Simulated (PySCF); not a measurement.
Start geometry of trichlorogallium (`[Cl][Ga]([Cl])[Cl]`) from GFN2-xTB (Å):
```
atom  x, y, z in Å
Cl1   -1.3078   -1.6357   -0.0285
Ga2   -0.0040   -0.0039   -0.0077
Cl3    2.0419   -0.3473   -0.0014
Cl4   -0.6921    1.9615    0.0046
```

Q: What comes out of this run: PBE0-D3(BJ)/def2-SVP geometry optimisation, gas phase in PySCF?

A: 
```
atom  x, y, z in Å
Cl1   -1.7397   -1.5788   -0.0771
Ga2   -0.3046   -0.0203   -0.0751
Cl3    1.7680   -0.4662   -0.0700
Cl4   -0.9729    1.9905   -0.0746
```

The energy falls by 4.6 kJ/mol over 7 energy and gradient evaluations, the largest force component goes from 0.0190 to 1.9e-04 Eh/bohr, and the atoms move by 0.047 Å rms after alignment. The bond that changes most is Ga2–Cl3 (ends: gallium bonded to 3 Cl; chlorine bonded to Ga), which lengthens by 0.046 Å. Bonds longer at the end by more than 0.005 Å: 3 of 3; shorter: 0. Among the angles that change most is Cl1–Ga2–Cl4, from 122.1° to 119.0°. Rotational constants go from 2279, 2170, 1112 to 2169, 2123, 1073 MHz. The orientation of the end geometry is arbitrary; only internal coordinates are fixed.

The run used 86 basis functions and 40 SCF cycles in all.

PBE0-D3(BJ)/def2-SVP frequencies: not computed here.
